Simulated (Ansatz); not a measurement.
Steps of a relaxation of `BN[SiH]1CN1` with RKS PBE0-D4/def2-TZVP.

```sh
$ ansatz run in.yaml --threads 4 --pin off --events-out ev --progress --plain --max-ram 10444MiB
```

```yaml
crystal:
  periodic: [false, false, false]
  atoms:
    - {symbol: B, position_ang: [-0.737024, -2.096185, 1.164380]}
    - {symbol: N, position_ang: [-0.015338, -0.906763, 0.933160]}
    - {symbol: Si, position_ang: [-0.063828, 0.080434, -0.522356]}
    - {symbol: C, position_ang: [0.112697, 1.929334, -0.583175]}
    - {symbol: N, position_ang: [1.322916, 1.069529, -0.805904]}
    - {symbol: H, position_ang: [-0.618681, -2.672318, 2.229859]}
    - {symbol: H, position_ang: [-1.469120, -2.524800, 0.288640]}
    - {symbol: H, position_ang: [0.600621, -0.560159, 1.677448]}
    - {symbol: H, position_ang: [-0.821491, -0.649588, -1.579689]}
    - {symbol: H, position_ang: [0.158925, 2.586851, 0.308607]}
    - {symbol: H, position_ang: [-0.320223, 2.455516, -1.461319]}
    - {symbol: H, position_ang: [1.927547, 1.232951, -1.615451]}
basis:
  gaussian: {orbitals: def2-TZVP}
hamiltonian: {xc: pbe0, dispersion: d4}
relax: {f_tol: 0.005, max_steps: 150}
```

Positions (Å) and forces (eV/Å) along the path, 8 of 8 steps:

```xyz
12
step=1 energy=-12678.7361 eV
B    -0.737   -2.096    1.164    0.004    0.034   -0.013
N    -0.015   -0.907    0.933    0.114    0.277   -0.137
Si   -0.064    0.080   -0.522    0.508    0.438    0.315
C     0.113    1.929   -0.583   -0.321    0.031    0.048
N     1.323    1.070   -0.806   -0.211   -0.266   -0.348
H    -0.619   -2.672    2.230   -0.045    0.211   -0.403
H    -1.469   -2.525    0.289    0.296    0.183    0.330
H     0.601   -0.560    1.677   -0.392   -0.222   -0.471
H    -0.821   -0.650   -1.580    0.195    0.135    0.216
H     0.159    2.587    0.309    0.045   -0.402   -0.515
H    -0.320    2.456   -1.461    0.298   -0.318    0.466
H     1.928    1.233   -1.615   -0.491   -0.102    0.511
12
step=2 energy=-12678.8022 eV
B    -0.733   -2.080    1.155    0.009   -0.002   -0.007
N    -0.017   -0.896    0.929    0.009    0.208   -0.200
Si   -0.065    0.082   -0.513    0.381    0.268    0.214
C     0.104    1.915   -0.573   -0.155   -0.038    0.011
N     1.312    1.059   -0.802   -0.154   -0.259   -0.062
H    -0.618   -2.653    2.205   -0.019    0.059   -0.115
H    -1.449   -2.502    0.284    0.080    0.054    0.095
H     0.588   -0.552    1.667   -0.103   -0.067   -0.112
H    -0.800   -0.653   -1.565    0.041    0.045    0.047
H     0.171    2.567    0.303   -0.011   -0.137   -0.144
H    -0.312    2.437   -1.444    0.080   -0.103    0.143
H     1.895    1.222   -1.613   -0.159   -0.029    0.128
12
step=3 energy=-12678.8159 eV
B    -0.728   -2.065    1.145   -0.036    0.002    0.030
N    -0.016   -0.881    0.926    0.016    0.019   -0.030
Si   -0.052    0.081   -0.508    0.010    0.031    0.012
C     0.101    1.899   -0.565   -0.119    0.002    0.004
N     1.312    1.046   -0.802    0.074   -0.039    0.006
H    -0.621   -2.637    2.190    0.005   -0.014    0.009
H    -1.441   -2.480    0.277    0.007   -0.012   -0.019
H     0.584   -0.539    1.665    0.007   -0.012    0.029
H    -0.787   -0.649   -1.556   -0.006   -0.011   -0.018
H     0.166    2.542    0.311    0.034    0.013    0.011
H    -0.317    2.417   -1.428    0.011    0.011   -0.016
H     1.877    1.211   -1.619   -0.003    0.011   -0.019
12
step=4 energy=-12678.8163 eV
B    -0.734   -2.062    1.148    0.051   -0.048   -0.022
N    -0.015   -0.881    0.927   -0.010    0.025   -0.001
Si   -0.052    0.082   -0.506    0.002    0.000    0.000
C     0.099    1.899   -0.564   -0.057    0.034    0.002
N     1.311    1.047   -0.804    0.068   -0.031    0.003
H    -0.624   -2.639    2.190   -0.021    0.011    0.014
H    -1.434   -2.484    0.272   -0.020    0.013    0.005
H     0.583   -0.541    1.668   -0.003   -0.009    0.016
H    -0.785   -0.650   -1.555   -0.004   -0.003   -0.004
H     0.172    2.545    0.309    0.003    0.003    0.005
H    -0.317    2.418   -1.429   -0.003    0.005   -0.004
H     1.872    1.213   -1.623   -0.006    0.001   -0.014
12
step=5 energy=-12678.8167 eV
B    -0.730   -2.066    1.146    0.005   -0.008   -0.002
N    -0.016   -0.881    0.928    0.004    0.011   -0.006
Si   -0.051    0.082   -0.505    0.003   -0.002   -0.003
C     0.097    1.900   -0.564   -0.008    0.012   -0.004
N     1.312    1.046   -0.805    0.025   -0.005    0.014
H    -0.626   -2.639    2.191   -0.004    0.002    0.002
H    -1.434   -2.484    0.271   -0.001    0.002    0.000
H     0.581   -0.541    1.671   -0.005   -0.007    0.009
H    -0.784   -0.650   -1.554   -0.003    0.000    0.001
H     0.174    2.546    0.308   -0.002   -0.004    0.002
H    -0.318    2.419   -1.429   -0.003   -0.001    0.000
H     1.871    1.212   -1.626   -0.010   -0.001   -0.012
12
step=6 energy=-12678.8167 eV
B    -0.728   -2.065    1.143    0.018   -0.007    0.012
N    -0.014   -0.880    0.931   -0.040   -0.003   -0.027
Si   -0.050    0.083   -0.502    0.014    0.016    0.024
C     0.098    1.901   -0.562   -0.012    0.016   -0.014
N     1.314    1.048   -0.803    0.003   -0.052    0.042
H    -0.628   -2.639    2.188   -0.008   -0.002    0.007
H    -1.427   -2.484    0.265   -0.003    0.001   -0.008
H     0.574   -0.539    1.679    0.017    0.004    0.013
H    -0.783   -0.649   -1.551   -0.002   -0.003   -0.003
H     0.176    2.548    0.309   -0.001   -0.004   -0.001
H    -0.316    2.419   -1.428   -0.007    0.000    0.003
H     1.860    1.203   -1.634    0.022    0.034   -0.049
12
step=7 energy=-12678.8169 eV
B    -0.729   -2.066    1.143    0.003    0.002    0.004
N    -0.015   -0.880    0.931   -0.009   -0.002   -0.008
Si   -0.048    0.083   -0.502   -0.003    0.003    0.005
C     0.099    1.900   -0.563    0.002   -0.003   -0.002
N     1.316    1.048   -0.805   -0.001   -0.004    0.013
H    -0.631   -2.639    2.189   -0.002    0.000    0.001
H    -1.427   -2.484    0.265    0.002   -0.001   -0.003
H     0.574   -0.541    1.680    0.005    0.002    0.003
H    -0.782   -0.650   -1.550    0.000   -0.001    0.000
H     0.177    2.547    0.309    0.001   -0.001   -0.001
H    -0.319    2.418   -1.427    0.001   -0.001    0.001
H     1.861    1.207   -1.637    0.002    0.008   -0.013
12
step=8 energy=-12678.8170 eV
B    -0.729   -2.066    1.143   -0.001    0.003    0.001
N    -0.015   -0.880    0.932   -0.001   -0.004    0.001
Si   -0.047    0.084   -0.501   -0.004   -0.001   -0.001
C     0.099    1.900   -0.562    0.003    0.000    0.001
N     1.317    1.048   -0.806    0.004   -0.001    0.000
H    -0.633   -2.639    2.189    0.000    0.000    0.000
H    -1.425   -2.485    0.263    0.002   -0.001   -0.001
H     0.573   -0.541    1.682    0.001    0.002   -0.001
H    -0.781   -0.650   -1.549    0.000    0.001    0.000
H     0.179    2.547    0.309   -0.002    0.000    0.000
H    -0.318    2.418   -1.427   -0.001    0.000    0.001
H     1.858    1.208   -1.640   -0.001    0.000    0.000
```

It took 30 s on 4 threads of an Arm Neoverse V1 on a shared host, with 0.49 GiB of host memory at the peak.
